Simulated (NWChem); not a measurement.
Species: bicarbonate (CHO3 anion); SMILES O=C([O-])O

```xyz
5

O     -0.5888    -1.1382     0.0000
C      0.0376     0.1589     0.0000
O      1.2885     0.1119     0.0000
O     -0.7567     1.1062     0.0000
H      0.1640    -1.7427     0.0000
```
Atoms are numbered in this order, from 1.

Results from NWChem. All runs use the structure optimised with B3LYP/def2-SVPD. Level: M05-2X/aug-cc-pVDZ with SMD (1 M gas to 1 M solution), gas-phase geometry. Reactions with the solvent are ignored.

Question: Among these, which solvent gives the lowest value of “cavity-dispersion-structure term (kcal/mol)”?
A. 1-octanol
B. water
C. chloroform
D. dimethyl sulfoxide

Answer: D, dimethyl sulfoxide. Values: dimethyl sulfoxide -2.2; chloroform 1.6; water 4.1; 1-octanol 4.5
